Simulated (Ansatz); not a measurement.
`NC[SiH](N)N` + `NCCO` → `NC[SiH](N)O` + `NCCN`  (formal exchange of groups at the Si–N bond)

Gas-phase electronic energies from Ansatz, PBE0-D4/def2-TZVP geometries. CCSD(T)/CBS adds triple-zeta CCSD(T) − MP2 to the extrapolated MP2 energy (def2 sets, frozen cores). This one scheme is used for every species. Functionals use def2-TZVPP. B3LYP here is the variant with VWN-RPA as its local correlation; programs differ in this. Each species was taken in one conformer, which may not be the lowest.

`NC[SiH](N)N`:

Z-matrix (Å, degrees):
```
C
Si 1 1.883
N 1 1.471 2 114.3
H 1 1.095 2 109.8 3 -122.1
H 1 1.098 2 110.4 3 122.8
N 2 1.714 1 115.8 3 52.7
N 2 1.721 1 104.8 3 -63.6
H 2 1.497 1 109.6 3 170.2
H 3 1.014 1 109.5 2 50.5
H 3 1.014 1 109.4 2 -65.1
H 6 1.005 2 121.6 1 95.0
H 6 1.006 2 122.6 1 -63.1
H 7 1.007 2 120.2 1 -44.9
H 7 1.008 2 119.4 1 171.7
```

`NCCO`:

Z-matrix (Å, degrees):
```
C
C 1 1.507
N 1 1.452 2 109.8
H 1 1.102 2 108.1 3 125.1
H 1 1.095 2 108.2 3 -119.0
O 2 1.418 1 107.7 3 -64.9
H 2 1.098 1 109.7 3 174.4
H 2 1.097 1 109.0 3 55.4
H 3 1.013 1 108.8 2 58.0
H 3 1.012 1 110.8 2 175.8
H 6 0.959 2 108.8 1 167.1
```

`NC[SiH](N)O`:

Cartesian coordinates in Å:
```
N 1.340 -0.197 -1.168
C -0.121 -0.148 -1.236
Si -0.749 0.257 0.479
N -0.262 -0.874 1.666
O -0.079 1.743 0.764
H 1.744 -0.438 -2.064
H 1.702 0.713 -0.910
H -0.524 0.553 -1.983
H -0.499 -1.142 -1.500
H -2.236 0.308 0.548
H 0.644 -1.310 1.598
H -0.936 -1.466 2.120
H -0.023 2.001 1.685
```

`NCCN`:

Z-matrix (Å, degrees):
```
C
C 1 1.521
N 1 1.455 2 110.8
H 1 1.104 2 108.9 3 125.5
H 1 1.095 2 108.6 3 -118.7
N 2 1.452 1 115.9 3 -60.1
H 2 1.095 1 108.8 3 177.5
H 2 1.094 1 108.6 3 61.3
H 3 1.013 1 110.3 2 71.9
H 3 1.012 1 110.8 2 -170.3
H 6 1.013 2 111.4 1 -54.7
H 6 1.012 2 110.9 1 65.6
```

```
             level  ΔE (kJ/mol)  difference from CCSD(T)/CBS
            PBE-D4        -58.2                          5.1
         r2SCAN-D4        -60.7                          2.6
           PBE0-D4        -60.1                          3.2
          B3LYP-D4        -60.8                          2.5
           ωB97X-V        -61.7                          1.6
           ωB97M-V        -62.3                          1.0
            B2PLYP        -63.2                          0.1
               PBE        -58.5                          4.8
            r2SCAN        -60.9                          2.4
              PBE0        -60.5                          2.8
             B3LYP        -61.2                          2.1
     HF/def2-TZVPP        -64.3                         -1.0
    MP2/def2-TZVPP        -66.0                         -2.7
SCS-MP2/def2-TZVPP        -64.7                         -1.4
   CCSD/def2-TZVPP        -63.8                         -0.5
CCSD(T)/def2-TZVPP        -63.4                         -0.1
     HF/def2-QZVPP        -64.4                         -1.1
    MP2/def2-QZVPP        -65.9                         -2.6
SCS-MP2/def2-QZVPP        -64.7                         -1.4
      HF/CBS(def2)        -64.4                         -1.1
     MP2/CBS(def2)        -65.9                         -2.6
    CCSD/CBS(def2)        -63.7                         -0.4
       CCSD(T)/CBS        -63.3                            0
```

Largest T1 diagnostic among the species: 0.010.
